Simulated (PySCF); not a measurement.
RbLi⁺: input and log

State: ²Σ⁺ (doublet), unpaired electrons σ ↑.

An equivalent input (the run itself took its basis sets from the Basis Set Exchange, started from a PBE0 density and held the occupation σ 4α 3β, πx 1α 1β, πy 1α 1β):

```python
from pyscf import gto, scf, cc
mol = gto.M(atom='Rb 0 0 0; Li 0 0 4.104', basis={'Rb': 'def2-SVPD', 'Li': 'def2-SVPD'}, ecp={'Rb': 'def2-SVPD'},
            charge=1, spin=1, verbose=4, symmetry='C2v')
mf = scf.UHF(mol)
mf.irrep_nelec = {'A1': (4, 3), 'B1': (1, 1), 'B2': (1, 1)}
mf.conv_tol = 1e-9
mf.max_cycle = 60
mf.diis_space = 10
mf.kernel()
mycc = cc.CCSD(mf, frozen=[[], []])
mycc.run(conv_tol=1e-7, conv_tol_normt=1e-5, max_cycle=80, diis_space=8)
et = mycc.ccsd_t()
```

The SCF ended at -31.10150865 hartree. The coupled-cluster part of the log:

```
******** <class 'pyscf.cc.uccsd.UCCSD'> ********
CC2 = 0
CCSD nocc = (6, 5), nmo = (39, 39)
frozen orbitals [[], []]
max_cycle = 80
direct = 0
conv_tol = 1e-07
conv_tol_normt = 1e-05
diis_space = 8
diis_start_cycle = 0
diis_start_energy_diff = 1e+09
Init t2, MP2 energy = -0.0497149576088005
Init E_corr(UCCSD) = -0.0497149576090809
cycle = 1  E_corr(UCCSD) = -0.0539304998970075  dE = -0.00421554229  norm(t1,t2) = 0.0310627
cycle = 2  E_corr(UCCSD) = -0.0551331399791729  dE = -0.00120264008  norm(t1,t2) = 0.0115249
cycle = 3  E_corr(UCCSD) = -0.0556822432412544  dE = -0.000549103262  norm(t1,t2) = 0.00660163
cycle = 4  E_corr(UCCSD) = -0.0556112529242861  dE = 7.0990317e-05  norm(t1,t2) = 0.00248381
cycle = 5  E_corr(UCCSD) = -0.0556070157374896  dE = 4.2371868e-06  norm(t1,t2) = 0.000511062
cycle = 6  E_corr(UCCSD) = -0.0556103464712973  dE = -3.33073381e-06  norm(t1,t2) = 0.00024786
cycle = 7  E_corr(UCCSD) = -0.0556099410371347  dE = 4.05434163e-07  norm(t1,t2) = 7.27906e-05
cycle = 8  E_corr(UCCSD) = -0.0556100358960826  dE = -9.48589479e-08  norm(t1,t2) = 1.48497e-05
cycle = 9  E_corr(UCCSD) = -0.0556100841173692  dE = -4.82212866e-08  norm(t1,t2) = 4.16081e-06
UCCSD converged
E(UCCSD) = -31.15711873143586  E_corr = -0.05561008411736922
UCCSD(T) correction = -0.000930744254981711
```

T1 diagnostic 0.011, D1 0.041, 11 electrons correlated.

Repeating this along the bond gives Re = 4.155 Å and ωe = 126 cm⁻¹.

A point of this curve took 3 CPU seconds beside 0.05 for the integrals (shared host).

Correlated steps freeze no core orbitals. Spin–orbit coupling is left out. The state was picked by a PBE0 search and need not be the measured ground state.
